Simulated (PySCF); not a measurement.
B3LYP has the VWN-RPA correlation part, as in Gaussian. Delta-SCF ions had no search for a lower state. Excitations are Tamm–Dancoff values on a coarser integration grid. The basis has no diffuse functions, so Rydberg states are missing or too high.

C₃H₃NO, SMILES `CC(=O)C#N` (charge 0, multiplicity 1)

Computed with B3LYP-D3(BJ)/def2-TZVP run with PySCF 2.14.0.

```
Property                                                        Value
-------------------------------------------  ------------------------
HOMO                                                         -8.55 eV
dipole moment                                                  3.51 D
HOMO–LUMO gap                                                 5.78 eV
LUMO                                                         -2.77 eV
S1 excitation (TDA)                                           4.01 eV
S1 oscillator strength                                          0.000
brightest of the four lowest singlets (TDA)                   6.75 eV
T1 excitation (TDA)                                           3.40 eV
S1–T1 gap (TDA)                                               0.61 eV
vertical ionisation energy (Delta-SCF)                       11.13 eV
total energy                                              -6698.80 eV
cost                                         roughly 100 core-seconds
```

```xyz
8

C     -0.9231    -0.3165    -0.0552
C      0.3193     0.4421    -0.4138
O      0.4334     1.1984    -1.3416
C      1.4731     0.2020     0.4831
N      2.3566     0.0011     1.1921
H     -1.2318    -0.0581     0.9608
H     -1.7135    -0.0800    -0.7633
H     -0.7141    -1.3892    -0.0620
```
